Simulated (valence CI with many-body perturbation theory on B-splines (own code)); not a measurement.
Which ion has this spectrum?

A relativistic CI+MBPT calculation for an atom or ion with 41 electrons gives these levels (eV):

| J | Parity | E | g |
| --- | --- | --- | --- |
| 5/2 | even | 0.000 | 1.34 |
| 5/2 | even | 15.243 | 1.34 |
| 7/2 | even | 20.044 | 1.16 |
| 3/2 | even | 20.578 | 1.18 |
| 11/2 | even | 21.047 | 1.11 |
| 9/2 | even | 22.670 | 1.14 |
| 5/2 | even | 23.787 | 1.14 |
| 1/2 | even | 24.769 | 1.80 |
| 7/2 | even | 25.697 | 1.08 |
| 3/2 | even | 31.575 | 0.79 |
| 5/2 | even | 35.131 | 1.29 |
| 7/2 | even | 38.259 | 1.22 |
| 11/2 | even | 38.928 | 1.09 |
| 9/2 | even | 39.544 | 1.15 |

The energies are calculated, and their last digits are not significant.

(1) Which is it?
A. W33+
B. Ta32+
C. Os35+
D. Re34+

Results:

(1) C. Os35+, ground level (4d3/2^4 4d5/2) J=5/2.
